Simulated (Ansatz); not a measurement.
Isomers of Cu12Pd⁺ (doublet), relaxed with PBE-D4/def2-SVP; total energies from Ansatz at PBE0-D4/def2-TZVP.

| isomer | description | energy (Eh) |
| --- | --- | --- |
| A | point group not assigned; 31 × Cu–Cu 2.37 to 3.11 Å; 6 × Cu–Pd 2.52 to 2.64 Å | -19811.53991 |
| B | point group not assigned; 33 × Cu–Cu 2.37 to 3.14 Å; 4 × Cu–Pd 2.45 to 2.57 Å | -19811.53640 |
| C | point group not assigned; 27 × Cu–Cu 2.35 to 2.52 Å; 7 × Cu–Pd 2.53 to 2.60 Å | -19811.52862 |
| D | point group not assigned; 31 × Cu–Cu 2.35 to 2.58 Å; 7 × Cu–Pd 2.51 to 2.67 Å | -19811.54991 |

In the def2 sets Pd takes a core potential; there is no spin–orbit coupling. Single mean-field runs in def2-TZVP are fitted with def2-universal-jkfit.

The isomers come from a short search, and lower ones may exist.

Question: Work out the relative energies (1 Eh = 2625.5 kJ/mol) and the Boltzmann populations at 1200 K from electronic energies alone (R = 8.314 J/mol/K).

Answer: ΔE: A 26.3, B 35.5, C 55.9, D 0.0 kJ/mol. RT = 9.98 kJ/mol. Factors exp(−ΔE/RT): A 0.0717, B 0.0285, C 0.00369, D 1; sum 1.104. Populations: A 6.5 %, B 2.6 %, C 0.3 %, D 90.6 %. Zero-point energy, vibrational entropy and symmetry numbers are left out and can shift these; an error of 4 kJ/mol changes a ratio by a factor of 1.5. Over the other density-functional and correlated levels in def2 sets, the gap between D and A ranges from 18 to 54 kJ/mol.
